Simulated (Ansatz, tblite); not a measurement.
Forces on GaF₃ at its PBE-D4/def2-TZVP geometry. The state is a singlet with charge 0.

The xTB rows come from tblite. The structure comes from a short search, and lower isomers may exist.

GFN1-xTB (tblite), largest force 1.23 eV/Å:

```xyz
4
positions Å, forces eV/Å
Ga    0.000    0.000    0.000   -0.001    0.000    0.000
F     0.659   -0.418   -1.562   -0.464    0.295    1.101
F     0.743   -0.616    1.455   -0.523    0.434   -1.026
F    -1.402    1.034    0.106    0.989   -0.729   -0.075
```

GFN2-xTB (tblite), largest force 0.16 eV/Å:

```
Ga -0.001 0.000 0.000
F -0.058 0.037 0.139
F -0.066 0.055 -0.129
F 0.125 -0.092 -0.009
```

PBE0-D4/def2-TZVP (Ansatz), largest force 0.65 eV/Å:

```
Ga -0.001 0.000 0.000
F -0.246 0.156 0.584
F -0.277 0.230 -0.544
F 0.524 -0.386 -0.039
```
